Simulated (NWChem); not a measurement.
Species: C4H7N; SMILES C([C@@H](C)N)#C

```xyz
12

C     -0.0105     2.2302    -0.1300
C      0.0104     1.0383     0.0829
C      0.0348    -0.4007     0.3695
C     -1.2185    -1.0896    -0.1671
N      1.2167    -1.0045    -0.2317
H     -0.0310     3.2860    -0.3272
H      0.0154    -0.4897     1.4791
H     -2.1290    -0.6473     0.2610
H     -1.2532    -0.9993    -1.2620
H     -1.2009    -2.1597     0.0933
H      1.2823    -1.9789     0.0576
H      2.0588    -0.5408     0.1031
```
Atoms are numbered in this order, from 1.

All runs use the structure optimised with PBE0/def2-SVP.

Question: Give the principal values of the shielding tensors (ppm) of C1, C2, C3, C4, N5 from PBE0/pcSseg-1, GIAO (NWChem), with their diamagnetic and paramagnetic parts as GIAO splits them.

Answer: 
```json
[
 {"atom": "C1", "σ11": "39.2", "σ22": "42.9", "σ33": "243.8", "isotropic": "108.7", "diamagnetic": "257.2", "paramagnetic": "-148.6"},
 {"atom": "C2", "σ11": "-12.3", "σ22": "-5.6", "σ33": "298.9", "isotropic": "93.7", "diamagnetic": "261.5", "paramagnetic": "-167.8"},
 {"atom": "C3", "σ11": "133.5", "σ22": "136.0", "σ33": "160.3", "isotropic": "143.3", "diamagnetic": "242.9", "paramagnetic": "-99.6"},
 {"atom": "C4", "σ11": "141.8", "σ22": "151.3", "σ33": "183.4", "isotropic": "158.8", "diamagnetic": "248.3", "paramagnetic": "-89.5"},
 {"atom": "N5", "σ11": "167.9", "σ22": "232.5", "σ33": "244.2", "isotropic": "214.9", "diamagnetic": "315.8", "paramagnetic": "-101.0"}
]
```
